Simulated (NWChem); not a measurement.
System: C₂HBF₂; SMILES C#CB(F)F

Program: NWChem. The geometry was optimised at PBE0/def2-SVP. Vertical excitations in the gas phase.

**Question.** Predict the results for LRC-wPBEh/def2-SVP, TDA. Quantities: lowest excitation, singlet (eV); oscillator strength of that lowest state; lowest state with f > 0.02, singlet (eV); oscillator strength of that bright state; orbital gap (eV).

**Answer.** 
```json
{
 "lowest excitation, singlet (eV)": "5.39",
 "oscillator_strength_of_that_lowest_state": "0.000",
 "lowest state with f > 0.02, singlet (eV)": "6.27",
 "oscillator_strength_of_that_bright_state": "0.040",
 "orbital gap (eV)": "11.04"
}
```
